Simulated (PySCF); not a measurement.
## Working out the ionisation energy of V²⁺

V²⁺ [Ar] 3d3 (4F) → V³⁺ [Ar] 3d2 (3F). Computed with PySCF 2.14 in def2-QZVPPD (11s6p5d3f2g, 93 functions), with the non-relativistic Hamiltonian (point nucleus). Frozen: [Ar]. Energies in hartree (1 hartree = 27.21139 eV):

| part | V²⁺ (lower) | V³⁺ (upper) |
| --- | --- | --- |
| UHF | -942.187434 | -941.145360 |
| CCSD correlation | -0.022556 | -0.005620 |
| (T) | -0.000107 | 0.000000 |

Task: What does Hartree-Fock give?

Result: (-941.145360) − (-942.187434) = 1.042074 hartree = 28.356 eV.

Task: What do CCSD and CCSD(T) give?

Result: The CCSD correlation energies differ by 0.016936 hartree = 0.461 eV and the triples by 0.000107 hartree = 0.003 eV, so CCSD gives 28.817 eV and CCSD(T) 28.820 eV.

Reference: 29.311 eV (measured; NIST Atomic Spectra Database, ionization energies), between the lowest levels; spin-orbit coupling is absent from the calculation.

The calculation is non-relativistic.

What remains against the reference includes basis incompleteness, the frozen core and higher excitations.
